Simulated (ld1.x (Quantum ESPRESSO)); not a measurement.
## Ranking TM potentials for S (Z = 16)

All share these settings but for the change named:

sulfur, norm-conserving Troullier–Martins (Kleinman–Bylander form), made with ld1.x (Quantum ESPRESSO) 7.5 (Wu–Cohen, scalar-relativistic). Core [Ne], reference 3s2 3p3.5 (charge +0.5). Waves: 3s (bound): rc 1.10 bohr; 3p (bound): rc 1.70 bohr; 3d channel at 0.5 Ry: rc 1.85 bohr. Local part: all-electron potential smoothed inside 1.70 bohr (lloc = -1). Core correction: Bessel-smoothed model core inside 0.70 bohr.

Test errors are all-electron minus pseudo excitation energies from the reference, over 3s2 3p4; 3s2 3p3; 3s2 3p2; 3s2 3p1; 3s0 3p6; 3s1 3p5; 3s2 3p0. None of these files shows a bound ghost.

The base gives 229.6 meV.

Of 8 variants that were run, those that failed, showed a ghost or another fault, or gave nearly equal values are left out.

A variant can come out equal or close to the base, since the largest error may sit in a test that the change hardly touches while other tests move.

Task: Rank these variants by their largest absolute test error, smallest first.
A. local potential all-electron potential smoothed inside 2.04 bohr (lloc = -1)
B. wave 3p (bound): rc 1.70 bohr becomes 3p (bound): rc 1.92 bohr
C. wave 3s (bound): rc 1.10 bohr becomes 3s (bound): rc 1.64 bohr

Result: A (180.5 meV), B (203.9 meV), C (239.3 meV).
